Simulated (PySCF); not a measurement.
Worked example: entropy of an ideal gas

SeFBr, SMILES F[Se]Br.

Geometry optimised at ωB97X-D3(BJ)/def2-TZVP.

ωB97X-D3(BJ)/def2-TZVP (PySCF) gives the harmonic wavenumbers 192, 337, 688 cm⁻¹ and the rotational temperatures 0.5783, 0.0977, 0.0836 K. The molar mass is 177.87 g/mol, the symmetry number 1, the spin multiplicity 1.

Work out the entropy at 298.15 K and 1 atm in the rigid-rotor, harmonic-oscillator model.


Translation (Sackur–Tetrode at 1 atm): S = R[1.5 ln M + 2.5 ln T − 1.16487] = 173.4 J/(mol K).
Rotation: q = (√π/σ) T^1.5/√(θA θB θC) = 133000, S = R[ln q + 3/2] = 110.6 J/(mol K).
Vibration: with u = 1.4388 ν/T, each mode gives R[u/(e^u − 1) − ln(1 − e^−u)]:
```
ν (cm⁻¹)  modes     u  S (J/(mol K))
--------  -----  ----  -------------
192           1  0.93           9.24
337           1  1.63           5.13
688           1  3.32           1.34
```
These are all the modes. Sum 15.7 J/(mol K).
Spin: R ln 1 = 0.0 J/(mol K).
Total 299.6 J/(mol K); the program's own thermochemistry gives 299.6. Translation makes up 58 % and vibration 5 %. Anharmonicity, hindered rotation and orbital degeneracy are left out.
